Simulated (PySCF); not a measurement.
Isomers of C4H5NO2. Method: TDDFT CAM-B3LYP/def2-SVPD, vertical, gas phase, core orbitals frozen in the response (PySCF). Geometries: GFN2-xTB; one conformer of each isolated species. Triplets are in the Tamm–Dancoff approximation. 'Strongest' means the level of largest summed f among the lowest 8 singlets; it needn't be the same kind of state in each.

Question: Rank by computed LUMO energy, lowest first.
A. `C=N/C=C\C(=O)O`
B. `O=C(OCC#N)C`
C. `COc1cnco1`
D. `N1C(=O)CCC1=O`

Answer: A (-0.35 eV), D (0.39 eV), B (0.70 eV), C (1.13 eV).

| SMILES | LUMO (eV) | α (au) | strongest (eV) | f (strongest) | T1 (eV) | S1 mainly |
| --- | --- | --- | --- | --- | --- | --- |
| C=N/C=C\C(=O)O | -0.35 | 66.8 | 5.27 | 0.23 | 3.17 | H→L (62%) |
| O=C1CCC(=O)N1 | 0.39 | 58.0 | 7.41 | 0.28 | 4.78 | H→L (86%) |
| CC(=O)OCC#N | 0.70 | 58.5 | 8.42 | 0.11 | 5.48 | H→L+1 (95%) |
| COc1cnco1 | 1.13 | 59.2 | 5.88 | 0.20 | 3.99 | H→L+1 (98%) |

H and L stand for HOMO and LUMO.

- `C=N/C=C\C(=O)O`: Löwdin shares by element: HOMO carbon 43% or more, nitrogen 29%, oxygen 7% or more (atoms not listed hold the other 21%); LUMO carbon 47% or more, nitrogen 16% (atoms not listed hold the other 36%).
- `O=C1CCC(=O)N1`: Löwdin shares by element: HOMO oxygen 67%, nitrogen 8%, carbon 6% or more (atoms not listed hold the other 18%); LUMO carbon 44% or more, oxygen 38% (atoms not listed hold the other 18%).
- `CC(=O)OCC#N`: S1 has the pattern of n→π* at C=O.
- `COc1cnco1`: Löwdin shares by element: HOMO carbon 61% or more, oxygen 18% or more (atoms not listed hold the other 21%); LUMO carbon 41% or more, oxygen 11% or more, hydrogen 8% or more (atoms not listed hold the other 40%).
